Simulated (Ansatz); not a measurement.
CH4N2OSi (`N=C1N[SiH2]O1`), charge 0, multiplicity 1.

(1) Give a relaxed structure at PBE0-D4/def2-TZVP (Ansatz 0.2.0). (Best estimate.)

Answers

(1) The calculation gave: 
```xyz
9

N     1.227    1.506   -0.832
C     0.539    0.606   -0.302
N    -0.714    0.128   -0.661
Si   -0.645   -0.981    0.653
O     0.833   -0.184    0.810
H     2.106    1.631   -0.339
H    -1.230    0.487   -1.441
H    -1.580   -0.770    1.781
H    -0.536   -2.422    0.332
```
Point group Cs.
This is one stationary point; other conformers may exist.
